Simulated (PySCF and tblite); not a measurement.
The numbers below are computed, except where a source is named.
C4H3ClS2, numbered as in [SH:1][c:2]1[s:3][cH:4][cH:5][c:6]1[Cl:7].

First level. Free energies: PBE0-D3(BJ)/def2-SVP (IEF-PCM, acetonitrile) on GFN2-xTB structures plus GFN2-xTB thermal terms, symmetry and mirror images included. Conformers within 2.5 kcal/mol (GFN2-xTB free energy) were kept, 5 at most. GIAO shieldings: wB97X-D/pcSseg-1 (IEF-PCM, acetonitrile). Shifts are against TMS (¹H), TMS (¹³C) at the same level. Run with PySCF (density fitting) and tblite.

It gives, at 298.15 K, with 2 conformers (largest weight 54 %): ¹H: 7.30 (H4, 1H), 7.15 (H5, 1H) ppm. ¹³C: 143.5 (C2), 135.6 (C5), 134.0 (C4), 131.9 (C6) ppm.

Second level: GFN2-xTB geometries, energies LC-wPBE-D3(BJ)/pcSseg-1 (IEF-PCM, dimethylsulfoxide), shieldings LC-wPBE/pcSseg-1 (IEF-PCM, dimethylsulfoxide), on up to 5 of the same conformers.

How do the averaged shifts change?


```
signal  first  second  change (ppm)
    H4   7.30    7.42          0.12
    H5   7.15    7.19          0.04
    C2  143.5   147.2           3.7
    C4  134.0   139.2           5.2
    C5  135.6   139.3           3.8
    C6  131.9   133.8           2.0
```

The largest weight becomes 73 %.

The minima are those of GFN2-xTB; planar forms about aryl–S or allylic bonds may be saddles in DFT. Other tautomers (keto or thione forms) aren't considered and may dominate. H on N, O and S are left out: they exchange, and hydrogen bonds move them by several ppm. Shifts are unscaled: against experiment ¹³C can be off by 15 ppm or more and ¹H by 0.8 ppm.
